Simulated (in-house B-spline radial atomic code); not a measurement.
Response and correlation along the 4-electron series, closed shell [He] 2s2; the second-order energy is extrapolated in partial waves. Computed with an all-electron radial atomic-structure program (B-spline basis): relativistic RPA and second-order many-body perturbation theory on Dirac-Hartree-Fock.

```tsv
ion	Z	dipole polarisability (bohr³)	quadrupole polarisability (bohr⁵)	ratio of RPA to uncoupled dipole	second order correlation energy (Eh)	C6 of two such ions (Eh bohr⁶)
O4+	8	1.2647	0.49718	1.3681	-0.11367	0.88116
F5+	9	0.78526	0.20366	1.3725	-0.12097	0.39948
Ne6+	10	0.52028	0.093874	1.3778	-0.12811	0.20128
Mg8+	12	0.26168	0.025617	1.3883	-0.14163	0.063934
Al9+	13	0.19503	0.01468	1.3929	-0.14818	0.039141
Si10+	14	0.14904	0.0088195	1.3969	-0.1545	0.024992
P11+	15	0.11628	0.0055133	1.4002	-0.16069	0.016531
S12+	16	0.092334	0.0035651	1.403	-0.1668	0.011266
Cl13+	17	0.074422	0.0023736	1.4051	-0.17277	0.0078775
Ar14+	18	0.060763	0.001621	1.4067	-0.17857	0.0056322
K15+	19	0.05017	0.0011321	1.4077	-0.18428	0.0041058
Ca16+	20	0.041833	0.00080645	1.4082	-0.18982	0.0030446
Sc17+	21	0.035184	0.0005847	1.4083	-0.19525	0.0022922
Ti18+	22	0.029821	0.0004307	1.4079	-0.20053	0.001749
V19+	23	0.025449	0.00032183	1.4071	-0.20566	0.0013508
Cr20+	24	0.021851	0.00024362	1.406	-0.21061	0.0010545
Mn21+	25	0.018867	0.00018661	1.4046	-0.21543	0.00083124
```

Task: How fast does the dipole polarisability fall along the series?

Result: From 1.265 to 0.01887 bohr³; a fit of its logarithm against log Z from Z = 8 to 25 has slope -3.65.
